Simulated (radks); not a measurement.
Results of a calculation; reference values are marked as such.
Neutral neodymium, configuration [Xe] 4f4 6s2.

Level of theory: scalar-relativistic Kohn-Sham, PBEsol, spin-unpolarised, spherical densities, point nucleus; hard spherical wall at 10 bohr (a radial shooting solver on a logarithmic mesh with Libxc functionals).

Energy parts (Ry):
| part | energy |
|---|---|
| total | -19240.9294 |
| kinetic | 20478.1594 |
| electron-nucleus | -46740.7304 |
| Hartree | 7458.8369 |
| exchange-correlation | -437.1953 |

Orbitals (lengths in bohr, moments of r in powers of bohr; <r^-3> diverges for s and p1/2):
| orbital | occ. | eigenvalue (Ry) | <r^-3> |
|---|---|---|---|
| 1s | 2 | -3188.691 | - |
| 2s | 2 | -515.7582 | - |
| 2p | 6 | -461.1065 | 9012 |
| 3s | 2 | -111.8667 | - |
| 3p | 6 | -94.63390 | 1835 |
| 3d | 10 | -70.71718 | 250.5 |
| 4s | 2 | -22.21715 | - |
| 4p | 6 | -16.57256 | 399.7 |
| 4d | 10 | -8.55181 | 44.92 |
| 4f | 4 | -0.11545 | 4.852 |
| 5s | 2 | -2.95974 | - |
| 5p | 6 | -1.60818 | 53.61 |
| 5d | 0 | -0.12782 | 1.959 |
| 6s | 2 | -0.24583 | - |
| 6p | 0 | -0.05856 | 4.258 |
| 7s | 0 | 0.21718 | - |

The highest occupied level is 4f at -1.571 eV. The configuration is held as typed, so some empty levels lie below it. The density falls to 0.001 e/bohr^3 at r = 5.37 bohr. The pressure on the wall is 0.0829 GPa.
